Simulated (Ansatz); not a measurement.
System: B2O3, charge 0, multiplicity 1. 
Structure (B3LYP-D3(BJ)/def2-TZVP (Ansatz, a quantum-chemistry and plane-wave program) minimum search):
```xyz
5

O     -2.3578    -0.3880    -0.4469
B     -1.2349     0.0007    -0.2404
O     -0.0192     0.4735    -0.0184
B      1.2301     0.1191     0.2357
O      2.3800    -0.1604     0.4682
```

Basis-set convergence of Hartree-Fock and CCSD(T) correlation energies (hartree) with Ansatz. Cores are frozen in the correlated levels unless marked. Spin-orbit coupling is left out. Non-relativistic.

| basis | functions | E(HF) | E(corr, CCSD(T)) | rough core time |
|---|---|---|---|---|
| aug-cc-pVDZ | 115 | -274.16340 | -0.74912 | under 20 s |
| aug-cc-pVTZ | 230 | (withheld) | (withheld) | 50 s |

Problem. Some entries are withheld; supply them.

Solution. 
- aug-cc-pVTZ, E(HF): -274.24001
- aug-cc-pVTZ, E(corr, CCSD(T)): -0.90667
